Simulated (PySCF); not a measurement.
One entry of a table of gas-phase calculations, keyed by method. Lists by class give the value and the number of equivalent atoms.

```json
{
 "formula": "C8H8",
 "smiles": "C=Cc1ccccc1",
 "charge": 0,
 "multiplicity": 1,
 "geometry_level": "GFN2-xTB",
 "atoms_angstrom": [
  ["C", -2.739, -0.74, -0.286],
  ["C", -1.884, 0.268, -0.158],
  ["C", -0.434, 0.176, -0.03],
  ["C", 0.258, -1.036, -0.03],
  ["C", 1.634, -1.064, 0.093],
  ["C", 2.351, 0.115, 0.218],
  ["C", 1.68, 1.326, 0.219],
  ["C", 0.304, 1.355, 0.096],
  ["H", -3.798, -0.568, -0.375],
  ["H", -2.428, -1.77, -0.307],
  ["H", -2.268, 1.281, -0.144],
  ["H", -0.282, -1.965, -0.126],
  ["H", 2.152, -2.012, 0.091],
  ["H", 3.427, 0.088, 0.314],
  ["H", 2.231, 2.25, 0.316],
  ["H", -0.213, 2.305, 0.097]
 ],
 "electronic_structure_code": "PySCF",
 "results": {
  "GFN2-xTB geometry": {
   "point_group": "Cs",
   "rotational_constants_GHz": [5.249, 1.567, 1.207]
  },
  "PBE0/pcSseg-1 ground state and GIAO shieldings, non-relativistic": {
   "dipole_D": 0.15,
   "homo_eV": -6.62,
   "lumo_eV": -1.07,
   "shift_vs_computed_TMS_C_by_class_ppm": [
    [145.0, 1],
    [141.6, 1],
    [134.2, 2],
    [133.7, 1],
    [131.9, 2],
    [118.3, 1]
   ],
   "shift_vs_computed_TMS_H_by_class_ppm": [
    [7.74, 2],
    [7.62, 2],
    [7.5, 1],
    [6.83, 1],
    [6.29, 1],
    [5.62, 1]
   ],
   "charges_hirshfeld_e_by_atom": [-0.1, -0.05, 0.0, -0.05, -0.05, -0.05, -0.05, -0.05, 0.05, 0.04, 0.05, 0.05, 0.05, 0.05, 0.05, 0.05]
  }
 }
}
```

The rotational constants make it an asymmetric top with κ = (2B − A − C)/(A − C) = -0.82, nearer the prolate limit (−1). In atomic units the dipole is 0.06 e·bohr (1 au = 2.5417 D).

One conformer (not necessarily the lowest) at the GFN2-xTB geometry, without solvent or vibrations. NMR classes are plain means over equivalent atoms (diastereotopic ones count apart unless rotation or inversion swaps them), as if these changed places fast; in this geometry the members of some classes differ.

Shape of the structure used: `[CH2:1]=[CH:2][c:3]1[cH:4][cH:5][cH:6][cH:7][cH:8]1`: C1–C2–C3–C4 0°.
